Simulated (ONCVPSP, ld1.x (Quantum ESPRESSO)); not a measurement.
## Hardness and transferability of assorted potentials

Generated with ld1.x 7.5 (TM, RRKJ, ultrasoft, PAW), atompaw 4.2 or ONCVPSP 4.0.1. The cutoff is in Ry: for ld1.x and atompaw files where the sum of valence levels is converged to 10 mRy in a Bessel basis, for ONCV files where the hardest occupied wave has 1 mHa per electron of residual kinetic energy. The error is the largest all-electron minus pseudo excitation energy over each file’s own four to seven test configurations (ionisations up to +4, promotions, holes and added fractions of an electron), all of which were solved. The labels leave out finer settings (local radius, basis sizes, second energies), which also bear on the numbers. Spin-polarised tests are not counted. The rows are a selection from randomly drawn settings: files with unsolved tests, undetermined cutoffs or missed reference levels are left out.

A true bound ghost makes a file unfit for plane-wave use even where its test errors are small: the radial tests pick states by their node count and pass the ghost by.

| element | potential | cutoff (Ry) | largest error (meV) | bound ghosts |
| --- | --- | --- | --- | --- |
| F | ONCV, PBE, non-relativistic, rc 0.70/1.15 (sp), local smoothed, core correction yes, reference 2s2 2p5, qcut 8.3/14.9, projectors 2/2 | 336 | +253 | none |
| Ne | ONCV, LDA (Perdew-Wang 92), scalar-relativistic, rc 0.60/0.85/0.70 (spd), local smoothed, core correction yes, reference 2s2 2p5, qcut 10.9/13.4/16.4, projectors 2/2/1 | 204 | +74 | none |
| Ne | ONCV, PBE, scalar-relativistic, rc 0.70/1.15/1.20 (spd), local smoothed, core correction no, reference 2s2 2p6, qcut 11.5/14.1/7.5, projectors 1/3/2 | 125 | +468 | none |
| Sr | ONCV, PBE, scalar-relativistic, rc 1.40/1.85/1.50 (spd), local smoothed, core correction yes, reference 4s2 4p6, qcut 4.4/7.9/7, projectors 2/2/2 | 110 | +1.1 | none |
| Ag | TM, PBE, scalar-relativistic, rc 1.20/1.10/1.70 (spd), local p, core correction yes, reference 4s2 4p6 4d8 5s0 5p0 | 160 | +378 | none |
| Ag | ONCV, LDA (Perdew-Wang 92), fully relativistic, rc 0.95/1.55/1.25 (spd), local smoothed, core correction no, reference 4s2 4p6 4d8, qcut 7.1/8/8.6, projectors 2/2/2 | 463 | -19 | none |
| Cs | ONCV, PBEsol, scalar-relativistic, rc 2.70/3.15/3.80 (spd), local smoothed, core correction no, reference 5s2 5p6 5d0.5 6s0.5, qcut 5.7/5.2/2.9, projectors 3/2/3 | 18 | -0.5 | none |
| Gd | ONCV, PBE, scalar-relativistic, rc 2.35/2.40/2.30/0.75 (spdf), local smoothed, core correction no, reference 4f7 5s2 5p6 5d2 6s1, qcut 4.3/6.8/4.3/16.5, projectors 2/2/3/2 | 884 | -146 | s, p |
| Ta | ONCV, LDA (Perdew-Zunger), fully relativistic, rc 1.80/2.00/2.60 (spd), local smoothed, core correction yes, reference 5s2 5p6 5d3 6s1.5 6p0.5, qcut 8.6/8.8/6.6, projectors 2/2/2 | 40 | +3.0 | none |

Fill in the row for O: ONCV, Wu-Cohen, non-relativistic, rc 0.80/1.90/1.55 (spd), local smoothed, core correction yes, reference 2s2 2p3.5, qcut 10/6.5/6.6, projectors 2/2/2.

cutoff 80 Ry, largest error +558 meV, bound ghosts: none.
